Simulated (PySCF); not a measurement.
## Arsenic: a sound run and one with changed settings

Sound run: As [Ar] 3d10 4s2 4p3, As⁺ [Ar] 3d10 4s2 4p2. Computed with PySCF 2.14 in cc-pVTZ-PP with ECP10MDF (5s4p3d1f, 39 functions), with scalar relativity through the core potential. In the sound run the correlated levels freeze 3s2 3p6 3d10 outside the core potential. The sound run starts from symmetry-adapted Hartree-Fock orbitals and uses a fine grid where one is needed.

Changed run: initial guess atom, at most 50 SCF cycles.

```json
{"species": "As", "method": "UHF", "sound run (hartree)": "-331.21015", "changed run (hartree)": "-331.21015", "converged": "yes"}
{"species": "As", "method": "r2SCAN", "sound run (hartree)": "-332.30153", "changed run (hartree)": "-332.30153", "converged": "yes"}
{"species": "As", "method": "CCSD(T)", "sound run (hartree)": "-331.29851", "changed run (hartree)": "-331.29851", "converged": "yes"}
{"species": "As⁺", "method": "MN15", "sound run (hartree)": "-332.47929", "changed run (hartree)": "-332.47929", "converged": "yes"}
{"species": "As⁺", "method": "MP2", "sound run (hartree)": "-330.91787", "changed run (hartree)": "-330.91787", "converged": "yes"}
```

Here the plain start reaches the same solutions.
